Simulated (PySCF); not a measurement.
**Magnetic susceptibility: `CC#CC/C=C/OC=O`, C7H8O2**

Geometry:
```tsv
atom	x (Å)	y (Å)	z (Å)
C1	2.768	0.910	1.474
C2	2.025	0.103	0.531
C3	1.407	-0.562	-0.251
C4	0.663	-1.376	-1.194
C5	-0.806	-1.078	-1.224
C6	-1.391	-0.162	-0.470
O7	-2.758	0.052	-0.545
C8	-3.294	0.973	0.243
O9	-2.730	1.669	1.034
H10	2.192	1.031	2.392
H11	3.716	0.428	1.712
H12	2.966	1.893	1.049
H13	1.076	-1.231	-2.200
H14	0.801	-2.434	-0.941
H15	-1.396	-1.667	-1.910
H16	-0.864	0.463	0.238
H17	-4.381	1.001	0.051
```

Level of theory: GIAO B3LYP/pcSseg-1 magnetisability, rotational g tensor and spin-rotation constants, non-relativistic, gas phase in PySCF 2.14.0. Geometry: GFN2-xTB.

What are the magnetisability and the molar susceptibility?

Isotropic -1218 × 10⁻³⁰ J/T², or -73.4 × 10⁻⁶ cm³/mol; principal values -1328, -1203, -1124 × 10⁻³⁰ J/T², anisotropy 178 × 10⁻³⁰ J/T² (root of half the summed squared differences of the principal values). The susceptibility is in cgs units.

Split it along the inertial axes a, b, c into diamagnetic and paramagnetic parts about the centre of mass, with the quadrupole moment.


| axis | χ (10⁻⁶ cm³/mol) | diamagnetic (10⁻⁶ cm³/mol) | paramagnetic (10⁻⁶ cm³/mol) | summed x² of all electrons (Å²) | quadrupole Θ (D Å) |
| --- | --- | --- | --- | --- | --- |
| a | -70.1 | -628.6 | 558.4 | 339.6 | +6.09 |
| b | -70.0 | -1501.5 | 1431.6 | 133.8 | -1.67 |
| c | -80.0 | -2008.4 | 1928.5 | 14.3 | -4.42 |

Anisotropies 2χaa − χbb − χcc = +9.6 and 2χbb − χaa − χcc = +10.2 × 10⁻⁶ cm³/mol. Θ is traceless in Buckingham's convention.

And the rotational g tensor?


```tsv
axis	rotational constant (GHz)	g	nuclear part	electronic part
a	2.3318	-0.0256	0.5861	-0.6118
b	0.8348	-0.0075	0.5540	-0.5614
c	0.6195	-0.0022	0.5591	-0.5612
```
Asymmetric top; isotopes 12C, 1H, 16O; no vibrational averaging.
